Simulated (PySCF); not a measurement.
Gas-phase equilibrium of 1 mol GeF4, 15 mol H2 at 2500 K and 1.00 bar, among 16 species (GeH4, Ge2H6, F2, GeF2, GeF3, F, H, GeH3F, GeHF3, HF, H2, Ge3H8, GeH3, GeH2F2, GeH2, GeF4). Only gases are allowed; each row takes one source of thermochemistry for all species, and Cantera finds the minimum.

Energies from PySCF, thermal terms from the rigid-rotor harmonic-oscillator model, ideal gas at 1 bar. † marks an energy on the PBE0/def2-TZVP geometry and frequencies; other levels use their own. 6-31G* has spherical d functions here. Open shells (unrestricted) among the columns below: F (multiplicity 2, electronic degeneracy 6), H (multiplicity 2); the rest are closed-shell singlets. Spin-orbit splitting is ignored; it lowers the true energy and changes the entropy of F. Ge: all electrons, no relativistic terms. GeH2: computed as isolated molecules; such fragments, hydroxides, amides, oligomers or adducts are transient or little studied in the gas. The harmonic model lacks anharmonicity and excited electronic states, which grow with temperature; levels with a mode under 35 cm⁻¹ are left out.

Molecules larger than those listed are left out, and so are free Ge atoms, whose spin-orbit terms are large. Also missing: (HF)n, which can matter at low temperature or high pressure. Table species left out: H2F2, H3F3, H4F4.

With BLYP/def2-TZVP† thermochemistry: H2 0.80, H 0.024, HF 0.12, GeF2 0.058, F 1.2e-5, GeH2 7.8e-5.

**Question.** How far does the composition move with the other sources (HF/6-31G*, HF/def2-TZVP†, PBE0/def2-QZVP†, PBE0/def2-SVP†, r2SCAN/def2-TZVP†)?

**Answer.** 
| thermochemistry | x H2 | x H | x HF | x GeF2 | x F | x GeH2 |
|---|---|---|---|---|---|---|
| BLYP/def2-TZVP† | 0.80 | 0.024 | 0.12 | 0.058 | 1.2e-5 | 7.8e-5 |
| HF/6-31G* | 0.52 | 0.33 | 0.078 | 0.048 | 0.020 | 0.00027 |
| HF/def2-TZVP† | 0.57 | 0.28 | 0.097 | 0.050 | 0.0055 | 0.00076 |
| PBE0/def2-QZVP† | 0.79 | 0.039 | 0.12 | 0.057 | 1.1e-5 | 0.00082 |
| PBE0/def2-SVP† | 0.78 | 0.049 | 0.12 | 0.057 | 2.7e-5 | 0.00044 |
| r2SCAN/def2-TZVP† | 0.80 | 0.029 | 0.12 | 0.058 | 1.6e-5 | 0.00011 |
The most sensitive of these is F: it spans a factor of 10^3.2 over these rows; at this temperature one factor of ten is RT ln 10 = 48 kJ/mol.
